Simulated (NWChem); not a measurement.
System: TaH₃O₄; SMILES [OH][Ta]([OH])([OH])=[O]

Input file for NWChem:

```
start job
memory heap 200 mb stack 900 mb global 1100 mb
geometry units angstroms noautosym nocenter noautoz
  Ta    -0.000021     0.000116    -0.007469
  O     -0.000499     0.002585     1.716551
  O     -0.908397     1.567779    -0.608459
  H     -1.334552     2.303599    -0.161998
  O     -0.903910    -1.571843    -0.604013
  H     -1.327670    -2.307788    -0.155477
  O      1.812787     0.001850    -0.605517
  H      2.662380     0.003691    -0.157690
end
basis spherical
  * library def2-svpd
end
ecp
  Ta library def2-ecp
end
dft
  xc xcamb88 1.00 lyp 0.81 vwn_5 0.19 hfexch 1.00
  cam 0.33 cam_alpha 0.19 cam_beta 0.46
  iterations 150
end
property
  response 1 0.0
end
task dft property
```

Parts of the log:

```
             Northwest Computational Chemistry Package (NWChem) 7.3.0
             --------------------------------------------------------

                             Geometry "geometry" -> ""
                             -------------------------

 Output coordinates in angstroms (scale by  1.889725989 to convert to a.u.)

  No.       Tag          Charge          X              Y              Z
 ---- ---------------- ---------- -------------- -------------- --------------
    1 Ta                  73.0000    -0.00002100     0.00011600    -0.00746900
    2 O                    8.0000    -0.00049900     0.00258500     1.71655100
    3 O                    8.0000    -0.90839700     1.56777900    -0.60845900
    4 H                    1.0000    -1.33455200     2.30359900    -0.16199800
    5 O                    8.0000    -0.90391000    -1.57184300    -0.60401300
    6 H                    1.0000    -1.32767000    -2.30778800    -0.15547700
    7 O                    8.0000     1.81278700     0.00185000    -0.60551700
    8 H                    1.0000     2.66238000     0.00369100    -0.15769000

 Effective nuclear repulsion energy (a.u.)     799.1831739479

                                 NWChem DFT Module
                                 -----------------

 Summary of "ao basis" -> "ao basis" (spherical)
 ------------------------------------------------------------------------------
       Tag                 Description            Shells   Functions and Types
 ---------------- ------------------------------  ------  ---------------------
 Ta                        def2-svpd                13       35   6s4p2d1f
 O                         def2-svpd                 9       23   4s3p2d
 H                         def2-svpd                 4        8   2s2p

            General Information
            -------------------
          SCF calculation type: DFT
          Wavefunction type:  closed shell.
          No. of atoms     :     8
          No. of electrons :    48
           Alpha electrons :    24
            Beta electrons :    24
          Charge           :     0
          Spin multiplicity:     1
          Use of symmetry is: off; symmetry adaption is: off
          Maximum number of iterations: 150
          AO basis - number of functions:   151
                     number of shells:    61
          Convergence on energy requested:  1.00D-06
          Convergence on density requested:  1.00D-05
          Convergence on gradient requested:  5.00D-04

              XC Information
              --------------
                     Hartree-Fock (Exact) Exchange  1.000
                   CAM-Becke88 Exchange Functional  1.000
                      VWN V Correlation Functional  0.190 local
              Lee-Yang-Parr Correlation Functional  0.810

           Range-Separation Parameters
           ---------------------------
           Alpha           :  0.19
           Beta            :  0.46
           Gamma           :  0.33
           Short-Range HF  :     F

             Grid Information
             ----------------
          Grid used for XC integration:  medium
          Radial quadrature: Mura-Knowles
          Angular quadrature: Lebedev.
          Tag              B.-S. Rad. Rad. Pts. Rad. Cut. Ang. Pts.
          ---              ---------- --------- --------- ---------
          Ta                  1.45      123          10.0       590
          O                   0.60       49          11.0       434
          H                   0.35       45          12.0       434
          Grid pruning is: on
          Number of quadrature shells:   454
          Spatial weights used:  Erf1

      Superposition of Atomic Density Guess
      -------------------------------------

 Sum of atomic energies:        -362.19367701

      Non-variational initial energy
      ------------------------------

 Total energy =    -356.909586
 1-e energy   =    -938.101485
 2-e energy   =     364.250816
 HOMO         =      -0.499719
 LUMO         =      -0.042052

   convergence    iter        energy       DeltaE   RMS-Dens  Diis-err
 ---------------- ----- ----------------- --------- --------- ---------
 d= 0,ls=0.0,diis     1   -359.2292684712 -5.76D+02  2.63D-02  3.28D+00
 d= 0,ls=0.0,diis     2   -357.3579623410  1.87D+00  1.70D-02  2.33D+01
 d= 0,ls=0.0,diis     3   -359.5723286597 -2.21D+00  3.20D-03  4.82D-01
 d= 0,ls=0.0,diis     4   -359.6070627483 -3.47D-02  1.03D-03  1.16D-01
 d= 0,ls=0.0,diis     5   -359.6175949797 -1.05D-02  2.40D-04  1.68D-03
  Resetting Diis
 d= 0,ls=0.0,diis     6   -359.6177844095 -1.89D-04  6.67D-05  1.40D-04
 d= 0,ls=0.0,diis     7   -359.6178001757 -1.58D-05  1.69D-05  3.25D-06
 d= 0,ls=0.0,diis     8   -359.6178003969 -2.21D-07  7.76D-06  2.46D-06

         Total DFT energy =     -359.617800396882
      One electron energy =     -943.529079359798
           Coulomb energy =      409.034232508073
    Exchange-Corr. energy =      -42.064035503111
 Nuclear repulsion energy =      216.941081957955

 Numeric. integr. density =       48.000010995150

                       DFT Final Molecular Orbital Analysis
                       ------------------------------------

 Vector   22  Occ=2.000000D+00  E=-4.030583D-01
              MO Center= -3.1D-04,  1.7D-03,  1.0D+00, r^2= 2.8D+00
   Bfn.  Coefficient  Atom+Function         Bfn.  Coefficient  Atom+Function
  ----- ------------  ---------------      ----- ------------  ---------------
    42      0.520889  2 O  pz                45      0.292157  2 O  pz
     5     -0.285265  1 Ta s                  3      0.278347  1 Ta s
    21     -0.271628  1 Ta d  0              65     -0.176030  3 O  pz
    96     -0.175915  5 O  pz               127     -0.175956  7 O  pz
     9      0.170310  1 Ta pz                 2     -0.161748  1 Ta s

 Vector   23  Occ=2.000000D+00  E=-3.987436D-01
              MO Center=  1.7D-01, -1.7D-02,  1.1D+00, r^2= 2.3D+00
   Bfn.  Coefficient  Atom+Function         Bfn.  Coefficient  Atom+Function
  ----- ------------  ---------------      ----- ------------  ---------------
    40      0.519493  2 O  px                43      0.342412  2 O  px
    22     -0.266312  1 Ta d  1             127     -0.225629  7 O  pz
   130     -0.141650  7 O  pz               124      0.137617  7 O  s
    96      0.123890  5 O  pz                46      0.106840  2 O  px
    65      0.101713  3 O  pz               123      0.095330  7 O  s

 Vector   24  Occ=2.000000D+00  E=-3.987429D-01
              MO Center= -1.7D-01,  2.1D-02,  1.1D+00, r^2= 2.3D+00
   Bfn.  Coefficient  Atom+Function         Bfn.  Coefficient  Atom+Function
  ----- ------------  ---------------      ----- ------------  ---------------
    41      0.519495  2 O  py                44      0.342414  2 O  py
    20      0.266339  1 Ta d -1              65     -0.201776  3 O  pz
    96      0.189018  5 O  pz                68     -0.126668  3 O  pz
    62      0.123081  3 O  s                 99      0.118669  5 O  pz
    93     -0.115264  5 O  s                 47      0.106841  2 O  py

 Vector   25  Occ=0.000000D+00  E= 4.636154D-03
              MO Center= -1.2D-04, -1.5D-04, -1.3D-01, r^2= 1.1D+01
   Bfn.  Coefficient  Atom+Function         Bfn.  Coefficient  Atom+Function
  ----- ------------  ---------------      ----- ------------  ---------------
     6      3.042812  1 Ta s                  5      1.155144  1 Ta s
    62     -0.947970  3 O  s                 93     -0.948161  5 O  s
   124     -0.947779  7 O  s                 39     -0.714734  2 O  s
   131      0.398663  7 O  px                70      0.344921  3 O  py
   101     -0.345630  5 O  py                18     -0.222803  1 Ta pz

 Vector   26  Occ=0.000000D+00  E= 2.766776D-02
              MO Center=  1.2D-01, -2.9D-01,  1.3D-01, r^2= 5.8D+00
   Bfn.  Coefficient  Atom+Function         Bfn.  Coefficient  Atom+Function
  ----- ------------  ---------------      ----- ------------  ---------------
    93      1.219008  5 O  s                124     -1.137579  7 O  s
    13      0.986831  1 Ta px                14      0.653391  1 Ta py
    22      0.523450  1 Ta d  1              16      0.508637  1 Ta px
   101      0.426583  5 O  py               131      0.391053  7 O  px
    20     -0.346706  1 Ta d -1              17      0.336818  1 Ta py

 Vector   27  Occ=0.000000D+00  E= 2.767159D-02
              MO Center= -1.2D-01,  2.9D-01,  1.3D-01, r^2= 5.8D+00
   Bfn.  Coefficient  Atom+Function         Bfn.  Coefficient  Atom+Function
  ----- ------------  ---------------      ----- ------------  ---------------
    62      1.360911  3 O  s                 14     -0.987000  1 Ta py
   124     -0.751437  7 O  s                 13      0.653770  1 Ta px
    93     -0.609758  5 O  s                 20      0.522669  1 Ta d -1
    17     -0.508749  1 Ta py                70     -0.413043  3 O  py
    22      0.345902  1 Ta d  1              16      0.336946  1 Ta px

     Multipole analysis of the density
     ---------------------------------

     L   x y z        total         alpha         beta         nuclear
     -   - - -        -----         -----         ----         -------
     0   0 0 0     -0.000000    -24.000000    -24.000000     48.000000

[...]

 DFT Linear Response polarizability / au
 Frequency  =       0.0000000 / au
              X              Y              Z
 -----------------------------------------------
 X      53.7757721     -0.0003873      0.0001254
 Y      -0.0003873     53.7765162     -0.0021468
 Z       0.0001254     -0.0021467     52.0686419
 -----------------------------------------------
 Eigenvalues =      53.7756074     53.7766836     52.0686392
 Isotropic   =      53.2069768
 Anisotropic =       1.7075066
 -----------------------------------------------

 Magnetic Dipole Response Matrix (nonzero elements):

 Exiting AOResponse driver routine
```

Level: CAM-B3LYP/def2-SVPD with def2 effective core potentials on Ta. Geometry: optimised at PBE0/def2-SVP. No frequency run checked for a minimum. def2 effective core potentials on Ta; no spin-orbit coupling.
